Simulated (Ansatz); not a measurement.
`[BH2][GeH2][OH]` + `O[SiH2][GeH3]` → `BO[SiH2][GeH3]` + `[OH][GeH3]`  (cleavage of the B–Ge bond)

Calculated with Ansatz (gas phase, PBE0-D4/def2-TZVP geometries, no zero-point term in ΔE). CCSD(T)/CBS adds triple-zeta CCSD(T) − MP2 to the extrapolated MP2 energy (def2 sets, frozen cores). For Ge outer-core shells are correlated without core-valence functions, which leaves a few kJ/mol of doubt a bond. Scalar relativity is left out up to krypton. Each species was taken in one conformer, which may not be the lowest.

| species | MP2/CBS(def2) energy (Eh) |
| --- | --- |
| `[BH2][GeH2][OH]` | -2179.01633 |
| `O[SiH2][GeH3]` | -2443.95013 |
| `BO[SiH2][GeH3]` | -2469.35984 |
| `[OH][GeH3]` | -2153.66515 |

(1) Work out ΔE.

Largest T1 diagnostic among the species: 0.013.

Answers

(1) ΔE = (-2469.35984) + (-2153.66515) − (-2179.01633) − (-2443.95013) = -0.05853 Eh = -153.7 kJ/mol. CCSD(T)/CBS gives -150.3 kJ/mol.
